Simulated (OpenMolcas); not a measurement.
Ni VIII: effect of the IPEA shift

```
Program             : OpenMolcas 26.06
Basis               : ANO-RCC-VTZP [6s5p3d2f1g]
Scalar Hamiltonian  : DKH2, point nucleus
Active space        : 3 electrons in 5 orbitals (3d)
State averaging     : 2S+1 = 4 even, 10 roots; 2S+1 = 2 even, 40 roots
Spin-orbit coupling : RASSI with atomic mean-field integrals over the reference wave functions, term energies averaged over their components
```

Methods on the same reference wave functions:
A. CASSCF
B. MS-CASPT2, IPEA 0 Eh, imaginary shift 0.1 Eh (closed shells correlated: 3s 3p)
C. MS-CASPT2, IPEA 0.25 Eh, imaginary shift 0.1 Eh (closed shells correlated: 3s 3p)

Energies in cm⁻¹ above 3d³ ⁴F_3/2, the measured ground level; measured values from Corliss and Sugar, J. Phys. Chem. Ref. Data 10, 197 (1981).

```tsv
Level	A	B	C	Measured
3d³ ⁴F_3/2	0.0	0.0	0.0	0.0
3d³ ⁴F_5/2	978	990	989	1012
3d³ ⁴F_7/2	2277	2290	2290	2184
3d³ ⁴F_9/2	3841	3850	3850	3721
3d³ ⁴P_1/2	28222	24090	24270	23261
3d³ ⁴P_3/2	28478	24330	24510	23710
3d³ ²G_7/2	29285	26170	26520	
3d³ ⁴P_5/2	29785	25660	25830	24669
3d³ ²G_9/2	30466	27410	27760	
3d³ ²P_3/2 [50 %]	38378	33230	33570	
3d³ ²P_1/2	38491	33840	34150	
3d³ ²H_9/2	38768	36730	36970	
3d³ ²H_11/2	39567	37570	37810	
3d³ ²D_3/2(1) [54 %]	42920	37440	37790	
3d³ ²D_5/2(1)	43042	37000	37410	
3d³ ²F_7/2	65592	58800	59150	
3d³ ²F_5/2	66123	59320	59670	
3d³ ²D_5/2(2)	102093	92300	92510	
3d³ ²D_3/2(2)	102728	92880	93120
```

Deviations, from unrounded energies. A percentage is the sum of absolute deviations over the sum of measured energies, with the sign that they share, or ± where signs differ.

```
                        Against measurement  Levels      A     B     C
             mean absolute deviation (cm-1)       6   2500   450   540
      fine structure of the ground term (%)       3   ±3.6  ±3.7  ±3.7
other terms of the ground configuration (%)       3  +20.7  +3.4  +4.1
```

B lies closest to measurement on these levels and A furthest from it. The largest miss of B in the table is 3d³ ⁴P_5/2, by +990 cm-1. The ranking rests on the paired levels alone, and a cruder setting can come out closer through cancelling errors.

Between B and C the level of the table that moves most is 3d³ ²D_5/2(1), by 410 cm-1 (lowest in B, highest in C). Moves below CASPT2's spread within the term are not significant.

The mean deviations of B to C differ by less than CASPT2's widest spread within a term (800 cm-1), so their order carries little weight.

From A to B the spin-free energies of the other terms of 3d³ shown, above ⁴F, scale by factors of 0.85 to 0.95, as is usual when dynamic correlation screens the repulsion within a d or f shell.

The lowest spin-free term lies below A's lowest term by 0.325 hartree in B, 0.320 hartree in C.

Term energies are means over components that CASPT2 splits; among the terms shown or strongly mixed into the levels shown the widest spread is 800 cm-1 (3d³ ⁴F, B). Without dynamic correlation excited terms often stand tens of per cent too high (terms of higher spin than the ground term too low), and those without a measured partner can miss by more than the paired ones (holds for A). Computed and measured levels are paired by configuration, term and J; levels that our copy of the source lacks, or whose pairing is in doubt (as where it misses far off the trend of its configuration), stay unpaired and out of the deviations. Only configurations of the active space appear.

A share in square brackets marks a mixed level and gives the weight of the term that names it, the lowest over the columns. A number in round brackets counts repeated terms of one configuration in the order of the reference energies.
